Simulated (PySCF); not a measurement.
H6AlO2Si2 (SMILES [SiH3][O][Al][O][SiH3]), doublet, at a GFN2-xTB geometry (such geometries of metal compounds can be far from the true shape) (the spin is typed, not shown lowest). Base run: TPSS/3-21G in PySCF.

The PySCF input:
```python
from pyscf import gto, scf, dft

mol = gto.Mole()
mol.atom = '''
    Al   -0.02698009   -0.40702412    0.04274690
    O    -1.39877031    0.07977984    0.89955735
    Si   -2.72988943    0.55834387    1.73074908
    H    -2.74818189   -0.22675223    2.96476467
    H    -3.87857814    0.26998013    0.87225771
    H    -2.57225849    1.98996200    1.98552104
    O     1.38427311   -0.29244768   -0.87818295
    Si    2.75557733   -0.17311954   -1.77079069
    H     2.54611838   -0.99960202   -2.95937437
    H     3.84060494   -0.67649878   -0.92880390
    H     2.91938344    1.24242671   -2.10048748
'''
mol.basis = '3-21g'
mol.spin = 1
mol.verbose = 5
mol.build()

mf = dft.UKS(mol)
mf.xc = 'tpss'
mf.kernel()
```

The base run was repeated with changes; each row names its change, and settings that it needs were set with it.

| change | ΔE vs base (mEh) | grid points | electrons on the grid |
|---|---|---|---|
| base | 0.000 | 144552 | 63.00000 |
| grids.prune = dft.gen_grid.treutler_prune | 0.004 | 129472 | 63.00000 |
| grids.atom_grid = (30, 110) | 1.446 | 27072 | 62.99978 |
| grids.level = 7 | 0.002 | 734344 | 63.00000 |
| grids.level = 2 | 0.023 | 90392 | 62.99998 |
| grids.prune = dft.gen_grid.sg1_prune | 0.085 | 57808 | 63.00011 |
| grids.radi_method = gauss_chebyshev | -0.007 | 140736 | 63.00000 |
| grids.level = 0 | 123.9 | 10768 | 62.99337 |
| grids.atom_grid = (99, 590) | -0.002 | 351456 | 63.00000 |
| small_rho_cutoff = 0 | 0.000 | 144552 | 63.00000 |
| grids.becke_scheme = stratmann | -0.003 | 144552 | 63.00000 |

Open shells are given as the SCF converged; they aren't shown to be the lowest states, and a large step between rows can be another state.
